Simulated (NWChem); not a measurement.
CH$_{4}$BClSe; SMILES CB(Cl)[SeH]

```xyz
8

B      0.4389     0.5580    -0.0871
Cl    -0.7632     1.8257    -0.4297
C      1.9593     0.9334    -0.0407
H      2.2619     1.3785    -0.9983
H      2.6244     0.0919     0.1730
H      2.1284     1.7085     0.7191
Se    -0.2994    -1.2238     0.2023
H      1.0062    -1.8848     0.4361
```
Atoms are numbered in this order, from 1.

Level: B3LYP/6-31G* (spherical d) (NWChem), optimised geometry, unscaled harmonic frequencies. This build's default masses of Se (78.918 u) and Br (79.917 u) are each other's, which moves their modes by up to 0.6 %.

```csv
frequency (cm⁻¹),IR intensity (km/mol)
73,0.4
198,0.6
257,0.2
345,5.2
397,0.4
462,6.6
723,81.5
780,41.6
862,9.4
1011,217.3
1090,80.4
1377,42.9
1491,5.7
1493,2.5
2403,35.1
3039,0.8
3092,4.3
3135,13.9
```

The zero-point energy is 31.8 kcal/mol, the thermal correction to the enthalpy at 298.15 K (with zero-point energy) comes out as 36.1 kcal/mol and the heat capacity Cv is 18.9 cal/(mol K). The entropy at 298.15 K and 1 atm (symmetry number 1) comes out as 79.9 cal/(mol K). The dipole moment is 2.10 D.

Rigid rotor and harmonic oscillator; modes under 100 cm⁻¹ make the entropy uncertain.
